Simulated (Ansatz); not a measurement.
Geometry optimisation, Ansatz 0.2.0, RKS BHLYP-D4/def2-SVP.

The input (input.yaml):

```yaml
crystal:
  periodic: [false, false, false]
  atoms:
    - { symbol: Sn, position_ang: [0.0, 0.0, 0.0] }
    - { symbol: H, position_ang: [0.0, 0.0, 2.09] }
    - { symbol: O, position_ang: [1.8483, 0.0, -0.6527] }
    - { symbol: H, position_ang: [2.1646, -0.9521, -0.7693] }
    - { symbol: Cl, position_ang: [-1.1351, 1.9666, -0.8025] }
    - { symbol: H, position_ang: [-0.8195, -1.4198, -0.5794] }
    - { symbol: O, position_ang: [0.8472, 1.9703, 0.7126] }
    - { symbol: Si, position_ang: [2.1692, 2.137, 1.7359] }
    - { symbol: H, position_ang: [2.7996, 0.8351, 1.9338] }
    - { symbol: H, position_ang: [3.133, 3.0582, 1.1408] }
    - { symbol: H, position_ang: [1.7254, 2.6629, 3.0236] }
    - { symbol: H, position_ang: [0.4203, 0.9774, 1.9402] }
basis:
  gaussian: { orbitals: def2-SVP }
hamiltonian:
  xc: { name: BHLYP }
  dispersion: d4
relax:
  f_tol: 0.15
  max_steps: 25
  restrain:
    - { distance: [0, 6], at: 3.16, k: 30.0 }
    - { distance: [11, 1], at: 1.86, k: 30.0 }
    - { distance: [0, 1], at: 1.74, k: 30.0 }
    - { distance: [11, 6], at: 1.01, k: 30.0 }
output:
  orbitals: {}
```

Command:

```bash
$ ansatz run input.yaml --threads 4 --pin off --max-ram 5120MiB --backend cpu --events-out ev --progress --plain --runs-dir out
```

Task: Where does it end, and by what steps?

Result: It converged. The restraints hold the end off the free minimum; the threshold counts their pulls, which the force column leaves out. Restrained pairs: Sn1–O7 (2.26 → 3.16 Å), H2–H12 (1.07 → 1.87 Å), Sn1–H2 (2.09 → 1.73 Å), O7–H12 (1.64 → 0.97 Å). After 19 steps the energy has fallen by 4.159 eV (the restraints' own energy left out); H11 moved furthest, 1.16 Å.

| step | energy less start (eV) | largest force component (eV/Å) | accepted |
| --- | --- | --- | --- |
| 0 | 0.0000 | 3.922 | yes |
| 1 | -0.3431 | 3.600 | yes |
| 2 | -1.3166 | 4.416 | yes |
| 3 | -2.4556 | 4.124 | yes |
| 4 | -3.3816 | 1.551 | yes |
| 5 | -3.7021 | 1.552 | yes |
| 6 | -3.9305 | 1.104 | yes |
| 7 | -4.0320 | 0.896 | yes |
| 8 | -4.0914 | 0.853 | yes |
| 9 | -4.0463 | 1.797 | no |
| 10 | -4.1129 | 0.846 | yes |
| 11 | -4.1211 | 0.844 | yes |
| 12 | -4.1343 | 0.873 | yes |
| 13 | -4.1285 | 0.962 | no |
| 14 | -4.1413 | 0.866 | yes |
| 15 | -4.1501 | 0.897 | yes |
| 16 | -4.1218 | 1.580 | no |
| 17 | -4.1530 | 0.913 | yes |
| 18 | -4.1547 | 0.905 | yes |
| 19 | -4.1591 | 0.942 | yes |

```xyz
12
Properties=species:S:1:pos:R:3
Sn -0.228 -0.264 -0.118
H -0.714 -0.005 1.517
O 1.733 -0.105 -0.107
H 2.159 0.028 -0.953
Cl -1.114 1.373 -1.534
H -0.666 -1.766 -0.785
O 0.732 2.116 1.721
Si 2.389 2.082 1.902
H 2.854 0.774 2.412
H 3.007 2.426 0.609
H 2.790 3.116 2.890
H 0.210 1.461 2.219
```

Run time: 53 s on 4 threads of Arm Neoverse V1, with other jobs on the host, peak memory 0.36 GiB.
